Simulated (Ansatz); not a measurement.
Ansatz results at the PBE0-D4/def2-TZVP geometry: HOMO–LUMO gap (PBE/def2-TZVPP) 4.90 eV; LUMO energy (PBE0/def2-TZVPP) -1.30 eV; HOMO–LUMO gap (ωB97M-V/def2-TZVPP) 11.20 eV.

Each molecule was computed in one conformer, which needn't be the lowest.

Which molecule gave them?
A. `SBCl`
B. `CB(C)O[SiH3]`
C. `NB(F)F`
D. `CNB(C)Cl`

A. The others give `NB(F)F`: 6.97, 0.65, 12.96; `CB(C)O[SiH3]`: 5.91, 0.25, 12.15; `CNB(C)Cl`: 6.11, 0.75, 11.94.
